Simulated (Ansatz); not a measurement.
InMe2H (C₂H₇In). Total charge 0; singlet. Geometry r2SCAN-D4/def2-SVP, basis def2-TZVP, Ansatz.

| run | HOMO (eV) | LUMO (eV) |
| --- | --- | --- |
| A | -5.99 | -1.84 |
| B | -9.47 | 0.49 |
| C | -6.26 | -1.65 |
| D | -7.19 | -1.23 |
| E | -6.05 | -1.96 |

In the def2 sets In takes a core potential; there is no spin–orbit coupling.

The runs used PBE, PBE0, r2SCAN, revPBE, ωB97X-V. Estimate which is which.

A revPBE (0 % exact exchange); B ωB97X-V (range-separated); C r2SCAN (0 % exact exchange); D PBE0 (25 % exact exchange); E PBE (0 % exact exchange). Exact exchange lowers occupied and raises empty levels; among semilocal functionals meta-GGAs tend to open the gap a little, and such runs are hard to tell apart. The gap grows from 4.10 eV (PBE) to 9.96 eV (ωB97X-V).
